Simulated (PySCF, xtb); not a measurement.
Bi(Me)2(OH) (C₂H₇BiO), SMILES [CH3][Bi]([CH3])[OH]. One conformer was computed; it need not be the lowest.

Harmonic wavenumbers (cm⁻¹) from GFN2-xTB run with xtb at its own minimum, in rising order: 14, 62, 151, 158, 172, 246, 446, 517, 525, 724, 752, 759, 809, 913, 1276, 1284, 1490, 1492, 1496, 1498, 3077, 3078, 3091, 3094, 3095, 3101, 3688.

Problem. What does PBE-D3(BJ)/def2-SVP (PySCF) give at its own minimum? (An estimate is asked for; the answer gives what the named calculation found.)

Solution. 42, 75, 128, 142, 157, 199, 443, 446, 520, 652, 668, 673, 753, 868, 1120, 1134, 1369, 1373, 1378, 1386, 2979, 2980, 3096, 3097, 3107, 3108, 3686. Paired by order, the mean absolute difference is 58 cm⁻¹ and the zero-point energies are 52.9 and 50.9 kcal/mol.
